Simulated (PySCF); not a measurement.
Isomers of C7H12. Theory: PBE0-D3(BJ)/def2-SVP geometry optimisation, gas phase (PySCF 2.14.0). Energies are electronic, without zero-point or thermal terms, for one conformer each. No frequencies were run at this level. Point groups hold within 0.08 Å.

Task: Order them by energy at this level, lowest first, and give relative energies in kcal/mol.
A. `[CH2:1]1[CH2:2][C@@H:3]2[CH2:4][CH2:5][C@@H:6]2[CH2:7]1` with C7–C1–C2–C3 38°, C1–C2–C3–C4 74°, C2–C3–C4–C5 -108°, C3–C4–C5–C6 0°
B. `CC(C)=C=C(C)C`
C. `[CH3:1][C@@H:2]1[C@H:3]2[CH2:4][CH2:5][CH2:6][C@@H:7]12` with C1–C2–C3–C4 156°, C2–C3–C4–C5 46°, C3–C4–C5–C6 30°, C4–C5–C6–C7 -30°
D. `[CH2:1]=[C:2]([CH2:3][CH3:4])[CH:5]1[CH2:6][CH2:7]1` with C1–C2–C3–C4 0°, C1–C2–C5–C6 -35°

Result: A (0.0), C (0.5), D (24.0), B (25.2).

As drawn, the lowest has a four-membered ring, which the highest lacks; the highest has cumulated double bonds and a C=C bond outside aromatic rings, which the lowest lacks. Neighbours under 2.5 kcal/mol apart (C1C[C@@H]2CC[C@@H]2C1 and C[C@@H]1[C@H]2CCC[C@@H]12; C=C(CC)C1CC1 and CC(C)=C=C(C)C) can change places with a better method, another conformer or zero-point energy.

```
                   SMILES      E (Eh)  E rel (kcal/mol)  dipole (D)  point group     A, B, C (MHz)
    C1C[C@@H]2CC[C@@H]2C1  -273.44144               0.0        0.13           Cs  4190, 2888, 2233
C[C@@H]1[C@H]2CCC[C@@H]12  -273.44065               0.5        0.06           Cs  5258, 2117, 1814
             C=C(CC)C1CC1  -273.40320              24.0        0.68           Cs  6291, 1472, 1338
            CC(C)=C=C(C)C  -273.40127              25.2        0.00          D2d  4278, 1316, 1315
```

Task: As an exercise, what shares would exp(−E/RT) give at 1000 K from these electronic energies alone (no entropy, no degeneracies)?

Result: RT = 1.987 kcal/mol: C1C[C@@H]2CC[C@@H]2C1 56.3 %, C[C@@H]1[C@H]2CCC[C@@H]12 43.7 %, C=C(CC)C1CC1 under 0.1 %, CC(C)=C=C(C)C under 0.1 %.
